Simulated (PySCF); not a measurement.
## Correlation energy of As⁺ (arsenic, charge +1)

[Ar] 3d10 4s2 4p2, high-spin 3P determinant. Computed with PySCF 2.14 in def2-TZVPPD (7s5p5d1f, 54 functions), with no relativity, point nucleus. Frozen: [Ar] 3d10; 4 electrons correlated.

| level | correlation energy (mhartree) |
| --- | --- |
| CCSD | -69.92 |
| (T) | -1.70 |
| CCSD(T) | -71.62 |
| CCSDT | -72.08 |

Diagnostics: T1 = 0.0078, D1 = 0.0204, largest double amplitude 0.096.

Cost of the coupled-cluster step: roughly 0.5 core-seconds, for 4 correlated electrons.
